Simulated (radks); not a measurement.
Results of a calculation; reference values are marked as such.
Cl II, 16 electrons, occupied as [Ne] 3s0.5 3p5.5 (fractional occupations, a model configuration). Level of theory: Dirac Kohn-Sham, PBEsol, spin-unpolarised, spherical densities, point nucleus; open shells fill j = l - 1/2 first (a radial shooting solver on a logarithmic mesh with Libxc functionals).

Normalised radial functions P(r) = r R(r) (large component), r in bohr:

```
   r/bohr * 2p3/2 (the largest magnitude, 1.51, reaches the edge; | marks zero)
 0.008711 *
  0.01107 |*
  0.01408 |*
   0.0179 | *
  0.02293 | *
  0.02916 |   *
  0.03706 |     *
  0.04712 |        *
   0.0599 |           *
  0.07614 |                 *
   0.0968 |                       *
   0.1231 |                               *
   0.1564 |                                        *
   0.1989 |                                               *
   0.2528 |                                                     *
   0.3214 |                                                      *
   0.4086 |                                                  *
   0.5194 |                                         *
   0.6603 |                             *
   0.8394 |                 *
    1.076 |       *
    1.367 |  *
    1.738 |*
     2.21 *
    2.809 *
    3.571 *
     4.54 *
    5.771 *
```

2p3/2: eigenvalue -205.56 eV, 0 radial nodes, <r> = 0.408 bohr, 90 % of the charge inside 0.677 bohr.
